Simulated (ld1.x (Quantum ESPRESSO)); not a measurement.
## Pt: excitation energies, all-electron against TM

platinum (Pt), norm-conserving Troullier–Martins (Kleinman–Bylander form), made with ld1.x (Quantum ESPRESSO) 7.5 (PBE, scalar-relativistic). Core [Kr] 4d10 4f14, reference 5s2 5p6 5d9 6s1 6p0. Waves: 5s (bound): rc 1.55 bohr; 5d (bound): rc 1.40 bohr; 5f channel at 0.2 Ry: rc 1.35 bohr; 5p (bound): rc 1.15 bohr. Local part: the p channel. Core correction: none.

Occupied shells without a wave of their own: 6s. They enter only through the test configuration that unscreens the potential.

Energies are relative to the spin-unpolarised reference configuration 5s2 5p6 5d9 6s1 6p0; without spin polarisation the order of configurations can differ from experiment.

| valence configuration | charge | ΔE all-electron (eV) | error AE − PS (meV) |
| --- | --- | --- | --- |
| 5s2 5p6 5d9 6s0 6p0 | +1 | 9.194 | -1015 |
| 5s2 5p6 5d8 6s0 6p0 | +2 | 29.160 | -1392 |
| 5s2 5p6 5d7 6s0 6p0 | +3 | 61.376 | -1839 |
| 5s2 5p5 5d9 6s1 6p0 | +1 | 62.151 | -79 |
| 5s1 5p6 5d9 6s1 6p0 | +1 | 108.490 | -289 |

Task: What are ΔE and the potential's error for 5s2 5p6 5d8 6s2 6p0?

Result: ΔE = 1.005 eV all-electron; the error (AE − PS) is +932 meV.

Task: What are ΔE and the potential's error for 5s2 5p6 5d9.5 6s0.5 6p0?

Result: ΔE = -0.123 eV all-electron; the error (AE − PS) is -385 meV.

The 6s level has no wave, so the channel is fitted at the deeper level alone: the likely source of the large errors.

Note: ghost state, extra bound levels that the all-electron valence spectrum of the same l lacks: f at -338.7 eV. A true bound ghost makes a file unfit for plane-wave use. The potential misses its own reference levels by up to 0.8 eV.
